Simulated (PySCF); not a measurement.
Be(F)(Me) (CH3BeF), SMILES [F][Be][CH3].

Geometry: r2SCAN-D4/def2-TZVP.

These are r2SCAN-D4/def2-TZVP (PySCF 2.14.0) values and carry that method's errors.

Harmonic, unscaled wavenumbers; measured fundamentals usually lie a few per cent lower.

Modes within 1.5 cm⁻¹ of each other (mostly degenerate sets) share a row, with their intensities summed.

```tsv
mode	ν (cm⁻¹)	IR (km/mol)	Raman (Å⁴/amu)	depolarisation	moving atoms (share of kinetic energy)
1–2	253	65.1	1.6	0.75	Be 60 %, H 27 %, F 12 %
3	607	0.2	9.6	0.08	C 46 %, F 38 %, H 15 %
4–5	698	203.4	0.7	0.75	H 62 %, Be 19 %, C 19 %
6	1221	5.7	3.4	0.00	H 81 %, C 16 %
7	1386	256.9	4.2	0.01	Be 76 %, F 17 %
8–9	1446	0.9	6.0	0.75	H 96 %
10	3025	1.7	147.9	0.01	H 97 %
11–12	3101	19.1	165.7	0.75	H 91 %, C 9 %
```
